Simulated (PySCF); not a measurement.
Gas-phase reaction: 2 GeCl3 + 2 GeHCl + 3 H2 ⇌ 4 GeH2Cl2

Method: PySCF energies (xtb for GFN2) plus ideal-gas RRHO corrections (1 bar). † marks an energy on the PBE0/def2-TZVP geometry and frequencies; other levels use their own. Open shells (unrestricted): GeCl3 (multiplicity 2); the rest are closed-shell singlets. GFN2 has no spin-polarisation term. Ge: all electrons, no relativistic terms. GeCl3, GeHCl: computed as isolated molecules; such fragments, hydroxides, amides, oligomers or adducts are transient or little studied in the gas. The harmonic model lacks anharmonicity and excited electronic states, which grow with temperature; levels with a mode under 35 cm⁻¹ are left out.

```json
[
 {"level": "BLYP/def2-TZVP†", "ΔE electronic, kJ": "-359", "ΔH°(298 K), kJ": "-324", "ΔS°(298 K), J/K": "-389", "ΔG°(2000 K), kJ": "470"},
 {"level": "GFN2-xTB", "ΔE electronic, kJ": "-266", "ΔH°(298 K), kJ": "-232", "ΔS°(298 K), J/K": "-401", "ΔG°(2000 K), kJ": "576"},
 {"level": "PBE0/def2-QZVP†", "ΔE electronic, kJ": "-513", "ΔH°(298 K), kJ": "-477", "ΔS°(298 K), J/K": "-389", "ΔG°(2000 K), kJ": "317"},
 {"level": "PBE0/def2-SVP†", "ΔE electronic, kJ": "-541", "ΔH°(298 K), kJ": "-506", "ΔS°(298 K), J/K": "-389", "ΔG°(2000 K), kJ": "288"},
 {"level": "LDA/def2-TZVP†", "ΔE electronic, kJ": "-565", "ΔH°(298 K), kJ": "-530", "ΔS°(298 K), J/K": "-389", "ΔG°(2000 K), kJ": "264"},
 {"level": "ωB97M-V/def2-TZVP†", "ΔE electronic, kJ": "-502", "ΔH°(298 K), kJ": "-466", "ΔS°(298 K), J/K": "-389", "ΔG°(2000 K), kJ": "328"}
]
```
ΔH° is lowest at LDA/def2-TZVP† and highest at GFN2-xTB. No reference value is set beside these.
